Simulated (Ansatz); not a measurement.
SiSnH3SF3⁺, that is (F)3Sn-S-SiH3 with one electron fewer. The state is a doublet with charge 1. Geometry PBE-D4/def2-SVP; atoms count from 1.

```xyz
9

Sn    0.889   -0.586    1.485
F     1.055   -1.564   -0.174
F     2.525    0.239    2.053
F    -0.091   -1.538    2.831
S    -0.639    1.290    0.656
Si   -0.920    0.628   -1.476
H     0.490    0.632   -2.005
H    -1.473   -0.763   -1.336
H    -1.837    1.662   -2.031
```

In the def2 sets Sn takes a core potential; there is no spin–orbit coupling.

Q: Estimate the Mulliken populations from the PBE0/def2-TZVP orbitals of Ansatz.

A: 
```tsv
atom	charge (e)	spin (α − β)
Sn1	1.53	-0.01
F2	-0.39	0.00
F3	-0.36	0.00
F4	-0.36	0.00
S5	0.11	0.95
Si6	0.15	-0.03
H7	0.12	0.05
H8	0.11	0.05
H9	0.10	0.00
```
Mulliken values depend strongly on the basis.

Q: Where does the spin sit?

A: Summed by element: Sn -0.01, F 0.00, S 0.95, Si -0.03, H 0.10, of 1 unpaired in all. Largest on single atoms: S5 0.95, H7 0.05, H8 0.05.

Q: And the Mayer bond orders between heavy atoms (over 0.3)?

A: Sn1–F2 0.87 (1.93 Å); Sn1–F3 0.94 (1.92 Å); Sn1–F4 0.94 (1.92 Å); Sn1–S5 0.75 (2.56 Å); S5–Si6 0.89 (2.25 Å).
